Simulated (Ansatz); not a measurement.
Molecular dynamics of F2GeH2O

input.yaml

```yaml
crystal:
  periodic: [false, false, false]
  atoms:
    - { symbol: Ge, position_ang: [-0.017286, -0.043902, 0.23965] }
    - { symbol: H, position_ang: [0.363145, 0.248565, 1.667062] }
    - { symbol: F, position_ang: [1.358273, -0.094946, -0.779713] }
    - { symbol: F, position_ang: [-0.963631, 1.214369, -0.43513] }
    - { symbol: O, position_ang: [-0.883587, -1.535029, 0.104136] }
    - { symbol: H, position_ang: [-1.186013, -1.772457, -0.771205] }
basis:
  gaussian: { orbitals: def2-SVP }
hamiltonian:
  xc: { name: BHLYP }
  dispersion: d4
md:
  timestep: 0.5
  n_steps: 100
  ensemble: nvt_nose_hoover
  temperature: 300.0
  initial_velocities: maxwell_boltzmann
  seed: 517772
```

Run as:

```bash
$ ansatz run input.yaml --threads 2 --pin off --max-ram 3072MiB --backend cpu --events-out ev --progress --plain --runs-dir out
```

It starts from a relaxed structure.

Output, in part (step lines, the closing report, with atoms numbered from 0):

```
md step     0: t =     0.00 fs  T =   300.0 K  F+E_penalty+E_count = -64017.64415519 eV  E_kin = 0.155112 eV  conserved = -64017.48904319 eV  (26 SCF iters)
md step    33: t =    16.50 fs  T =   153.9 K  F+E_penalty+E_count = -64017.56799341 eV  E_kin = 0.079577 eV  conserved = -64017.48896693 eV  (33 SCF iters)
md step    34: t =    17.00 fs  T =   160.4 K  F+E_penalty+E_count = -64017.57125305 eV  E_kin = 0.082918 eV  conserved = -64017.48894747 eV  (33 SCF iters)
md step    35: t =    17.50 fs  T =   164.3 K  F+E_penalty+E_count = -64017.57316487 eV  E_kin = 0.084964 eV  conserved = -64017.48887912 eV  (26 SCF iters)
md step    36: t =    18.00 fs  T =   167.7 K  F+E_penalty+E_count = -64017.57478416 eV  E_kin = 0.086732 eV  conserved = -64017.48879953 eV  (24 SCF iters)
md step    37: t =    18.50 fs  T =   172.9 K  F+E_penalty+E_count = -64017.57732782 eV  E_kin = 0.089389 eV  conserved = -64017.48875870 eV  (25 SCF iters)
md step    38: t =    19.00 fs  T =   180.9 K  F+E_penalty+E_count = -64017.58141585 eV  E_kin = 0.093529 eV  conserved = -64017.48878552 eV  (24 SCF iters)
md step    39: t =    19.50 fs  T =   191.0 K  F+E_penalty+E_count = -64017.58663684 eV  E_kin = 0.098753 eV  conserved = -64017.48886634 eV  (28 SCF iters)
[... lines left out ...]
Total energy: -64017.54994754 eV, -2352.6015679181 hartree
Atom 0 at    -0.011060    -0.032274     0.224904 Å, force    -0.634983    -0.381200     0.415898 eV/Å
Atom 1 at     0.478226     0.101542     1.651718 Å, force    -0.262374     0.392665    -0.076451 eV/Å
Atom 2 at     1.381750    -0.141327    -0.752741 Å, force     0.049734     0.151406    -0.431306 eV/Å
Atom 3 at    -1.018592     1.229907    -0.406964 Å, force     0.674594    -0.473602     0.304232 eV/Å
Atom 4 at    -0.900922    -1.532618     0.106081 Å, force     0.299340     0.482043     0.004611 eV/Å
Atom 5 at    -0.881150    -1.920206    -0.763452 Å, force    -0.126311    -0.171312    -0.216985 eV/Å
Dipole moment:     0.048001    -0.168358     0.134272 e Å
```

The steps, from the saved trajectory:

```
time (fs)  T (K)  potential energy less start (eV)  conserved less start (meV/atom)
        0    300                             0.000                             0.00
      1.5    280                             0.010                             0.03
        3    254                             0.024                             0.03
      4.5    221                             0.041                             0.02
        6    175                             0.065                             0.05
      7.5    148                             0.079                             0.02
        9    116                             0.096                             0.03
     10.5     85                             0.112                             0.06
       12     90                             0.109                             0.03
     13.5     99                             0.104                             0.04
       15    121                             0.093                             0.04
     16.5    154                             0.076                             0.01
       18    168                             0.069                             0.04
     19.5    191                             0.058                             0.03
       21    211                             0.047                             0.01
     22.5    201                             0.053                             0.03
       24    188                             0.060                             0.02
     25.5    154                             0.078                             0.02
       27    107                             0.102                             0.05
     28.5     80                             0.116                             0.02
       30     42                             0.136                             0.04
     31.5     18                             0.149                             0.05
       33     26                             0.145                             0.03
     34.5     38                             0.139                             0.05
       36     77                             0.119                             0.03
     37.5    121                             0.096                             0.02
       39    149                             0.082                             0.05
     40.5    191                             0.061                             0.02
       42    214                             0.050                             0.01
     43.5    211                             0.052                             0.04
       45    207                             0.055                             0.01
     46.5    177                             0.071                             0.04
       48    151                             0.085                             0.05
     49.5    142                             0.091                             0.02
```

All steps were run. The conserved energy stayed within 0.06 meV per atom of its start (net change 0.019 meV per atom), so the integration is sound. The mean temperature of the second half is 59 % below the set value. A run of 0.05 ps of so small a system gives no equilibrium averages.

The same pairs are bonded in the first frame and the last. Pairs count as bonded within 1.25 times the sum of covalent radii (0.12 Å more for H–H).

Last frame:

```xyz
6
Properties=species:S:1:pos:R:3
Ge -0.011 -0.032 0.225
H 0.478 0.102 1.652
F 1.382 -0.141 -0.753
F -1.019 1.230 -0.407
O -0.901 -1.533 0.106
H -0.881 -1.920 -0.763
```

Time of the run: 2.8 min on 2 threads of Arm Neoverse V2, on a shared host, peak memory 0.16 GiB.
